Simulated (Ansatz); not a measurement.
Ansatz (a quantum-chemistry and plane-wave program) input for acetate (C2H3O2), SMILES CC([O-])=O, charge -1, CAM-B3LYP/def2-SVPD. Geometry: PBE0-D3(BJ)/def2-SVPD.

Ansatz 0.2 input:
```yaml
crystal:
  periodic: [false, false, false]
  atoms:
    - {symbol: C, position_ang: [-1.33506087, -0.15650007, -0.00894139]}
    - {symbol: C, position_ang: [0.20585176, 0.01772328, 0.00032663]}
    - {symbol: O, position_ang: [0.88499483, -1.02899496, -0.09348883]}
    - {symbol: O, position_ang: [0.60524761, 1.19970571, 0.10300587]}
    - {symbol: H, position_ang: [-1.75542191, 0.24792798, 0.92561745]}
    - {symbol: H, position_ang: [-1.62401760, -1.21194034, -0.11560476]}
    - {symbol: H, position_ang: [-1.76724545, 0.43098698, -0.83446039]}
basis:
  gaussian:
    orbitals: def2-SVPD
hamiltonian:
  xc: {name: CAM-B3LYP}
total_charge: -1
```

Program output:

```
WARN ansatz: RAYON_NUM_THREADS=1 ignored (pool sized by the plan → 1); use --threads N
Functional definition: CAM-B3LYP
integrals: 0.04 GiB planned
900 factors; their error is unknown
integrals: 0.07 GiB planned
356 factors; integrals over basis functions are off by at most 2.5e-5 eV
mean field: 0.43 GiB planned
mean field evaluation 1: about -6208.7017 eV, gradient 4.2e1 eV
mean field evaluation 2: about -6206.8954 eV, gradient 5.6e1 eV
mean field evaluation 4: about -6211.9728 eV, gradient 1.5e0 eV
mean field evaluation 8: about -6211.9550 eV, gradient 2.3e-1 eV
mean field evaluation 16: about -6211.9551 eV, gradient 6.5e-5 eV
mean field -6211.95506375 eV, -228.2851379786 hartree, gradient 6.5e-5 eV, S^2 0.000000; 0 other end points of the search recorded, 0 dependent functions left out
reference -6211.95518087 eV, -228.2851422827 hartree; 16, 16 occupied and 94, 94 virtual orbitals, 900 factors
Total energy: -6211.95518087 eV, -228.2851422827 hartree
```

The calculation finished and met its thresholds.

Cost: roughly 0.9 core-seconds.
